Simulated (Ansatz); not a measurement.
Consider the cleavage of the Si–Si bond: `[SiH3][SiH2][GeH3]` + H–F → `F[SiH2][GeH3]` + SiH₄.

Gas-phase electronic energies from Ansatz, PBE0-D4/def2-TZVP geometries. CCSD(T)/CBS adds triple-zeta CCSD(T) − MP2 to the extrapolated MP2 energy (def2 sets, frozen cores). This one scheme is used for every species. Functionals use def2-TZVPP. For Ge outer-core shells are correlated without core-valence functions, which leaves a few kJ/mol of doubt a bond. Scalar relativity is left out up to krypton.

| level | ΔE (kJ/mol) |
| --- | --- |
| PBE-QIDH | -105.6 |
| r2SCANh | -111.4 |
| HF/def2-SVP | -131.2 |
| CCSD/def2-SVP | -110.0 |

What does CCSD(T)/CBS give? (Best estimate.)

The calculation gave: -109.2 kJ/mol. The listed levels differ from it by 3.6, -2.2, -22.0, -0.8 kJ/mol.

Largest T1 diagnostic among the species: 0.013.

Leaving LDA and LC-ωPBE aside and taking each functional with its dispersion term where it has one, the values, not all of them listed here, spread over 35.8 kJ/mol, from CAM-B3LYP-D4 to revPBE-D4. LDA lies +3.3 kJ/mol from PBE without D4. In def2-TZVPP, CCSD(T) changes the Hartree–Fock value by +35.4 kJ/mol (the triples alone add +4.8 kJ/mol) and MP2 by +32.1 kJ/mol.
